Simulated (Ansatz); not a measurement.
TeH, multiplicity 2 (the spin of the measured ground state), most abundant isotopes (1.0078 and 129.9062 u). Constants from fifth-degree fits in 1/R to seven points on the lowest solution found; no spin–orbit coupling, no relativity up to Kr; ω_e x_e and α_e move by some per cent with the fit.

Correlated levels freeze the inner cores; with def2 sets outer-core shells near the valence are correlated too. CBS(a, b) extrapolates the correlation energy as X⁻³ and adds the Hartree–Fock energy of set b.

Run with Ansatz (a program for electronic structure).  In def2 rows elements past Kr take small-core potentials, without spin–orbit coupling.

```tsv
level	r_e (Å)	ω_e (cm⁻¹)	ω_e x_e (cm⁻¹)	α_e (cm⁻¹)
PBE/def2-TZVPP	1.6745	2068.1	32.2	0.152
CCSD(T)/CBS(def2-TZVPP, def2-QZVPP)	1.6513	2156.0	37.2	0.155
```

D_e from total energies of the atoms and the molecule: 2.99 eV at PBE/def2-TZVPP.

Task: Derive the rotational constants, the centrifugal constant, the fundamental, the zero-point energy and the force constant, and test the Morse rule for the well depth.

Result: 
μ = 1.00007 u.
- PBE/def2-TZVPP: B_e = 16.8576/(μ r_e²) = 6.0115 cm⁻¹; B₀ = B_e − α_e/2 = 5.9355 cm⁻¹; D = 4B_e³/ω_e² = 2.03e-04 cm⁻¹; fundamental ω_e − 2ω_e x_e = 2004 cm⁻¹; zero-point energy ω_e/2 − ω_e x_e/4 = 1026 cm⁻¹; k = μ(2πcω_e)² = 252 N/m; a Morse well would hold ω_e²/(4ω_e x_e) = 4.12 eV against the computed D_e of 2.99 eV
- CCSD(T)/CBS(def2-TZVPP, def2-QZVPP): B_e = 16.8576/(μ r_e²) = 6.1815 cm⁻¹; B₀ = B_e − α_e/2 = 6.1039 cm⁻¹; D = 4B_e³/ω_e² = 2.03e-04 cm⁻¹; fundamental ω_e − 2ω_e x_e = 2082 cm⁻¹; zero-point energy ω_e/2 − ω_e x_e/4 = 1069 cm⁻¹; k = μ(2πcω_e)² = 274 N/m
